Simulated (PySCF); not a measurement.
**How methods differ on the excitation energy of Cd²⁺**

Cd²⁺ [Kr] 4d10 (1S) → Cd²⁺ [Kr] 4d9 5s1 (3D), as a difference of total energies. All numbers are calculated (PySCF 2.14, the spin-free X2C one-electron Hamiltonian (Gaussian nucleus), in ANO-RCC-VTZP (7s6p4d2f1g, 68 functions)). Correlated levels: valence: [Kr] frozen. The calculations carry no spin-orbit coupling.

```tsv
method	excitation energy (eV)
UHF	9.791
MP2 (valence)	10.385
SCS-MP2 (valence)	10.406
CCSD (valence)	10.220
CCSD(T) (valence)	10.240
```

**Question.** How much does correlation contribute at CCSD(T) (valence)?

**Answer.** 10.240 − (9.791) = 0.449 eV, measured against UHF.

A first-order spin-orbit estimate (lowest level to lowest level, LS coupling) adds -0.292 eV.

The basis was made for the ground configuration and has no added diffuse functions, so the excitation energy can come out too high.
